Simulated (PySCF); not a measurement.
C2H7ClFNSi, SMILES CC[Si@](N)(F)Cl.

The structure is a stationary point at PBE-D3(BJ)/def2-SVP. The structure was generated by enumeration; whether it is a known compound was not checked. One conformer was computed; it need not be the lowest.

Two levels are set side by side: PBE/def2-TZVP (PySCF) and HF/def2-TZVP (PySCF). Same geometry, gas phase. Differences are taken from unrounded values.

```tsv
quantity	PBE
orbital gap (eV)	6.33
highest occupied level (eV)	-6.64
lowest empty level (eV)	-0.31
dipole moment (D)	2.52
mean polarisability (bohr³)	68.8
```

Q: These are the PBE values. What does HF give? (An estimate is asked for; the answer gives what the named calculation found.)

A: 
| quantity | HF | PBE minus HF |
|---|---|---|
| orbital gap (eV) | 15.01 | -8.68 |
| highest occupied level (eV) | -11.86 | 5.23 |
| lowest empty level (eV) | 3.15 | -3.45 |
| dipole moment (D) | 2.68 | -0.16 |
| mean polarisability (bohr³) | 61.1 | 7.7 |

PBE's occupied levels lie high since its potential decays too fast outside the molecule; exact exchange lowers them and widens the gap. Loosely held outer electrons make PBE densities more polarisable. Differences between two approximate levels are no errors against the true value.

Rough cost on one machine, each run with all the roots and properties that it gave: HF against PBE about 1/3.
